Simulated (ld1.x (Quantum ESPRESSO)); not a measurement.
Ranking TM semilocal potentials for Co (Z = 27)

All share these settings but for the change named:

ld1.x (Quantum ESPRESSO) 7.5 input, shortened:

```
&input
   title='Co', zed=27., rel=1, dft='PBE', iswitch=3,
   config='[Ar] 3d7 4s0 4p0'
 /
 &inputp
   pseudotype=1, tm=.true., lloc=0,
   nlcc=.true., new_core_ps=.true., rcore=0.35
 /
3
3P  2  1   6.00   0.00  1.20  1.20  0.0
3D  3  2   7.00   0.00  1.00  1.00  0.0
3S  1  0   2.00   0.00  0.80  0.80  0.0
 &test
   configts(1)='3s2 3p6 3d7 4s0 4p0'
 /
```

Cutoff: the first of the cutoffs (Ry, on a coarse ladder) from which the occupation-weighted sum of valence levels, in a spherical-Bessel basis at the reference potential, stays within 10 and 1 mRy of its value at 400 Ry; the density cutoff is not measured.

The base gives 230 Ry.

Of 8 variants that were run, those that failed, showed a ghost or another fault, or gave nearly equal values are left out.

A variant can come out equal or close to the base.

Task: Rank these variants from softest to hardest (loose cutoff).
A. all radii but the core radius scaled by about 1.35 (s 1.08, p 1.62, d 1.36 bohr)
B. all radii but the core radius scaled by about 0.96 (s 0.76, p 1.16, d 0.96 bohr)
C. all radii but the core radius scaled by about 1.18 (s 0.94, p 1.42, d 1.18 bohr)
D. all radii but the core radius scaled by about 0.83 (s 0.66, p 1.00, d 0.82 bohr)

Result: A (140 Ry), C (180 Ry), B (230 Ry), D (300 Ry).
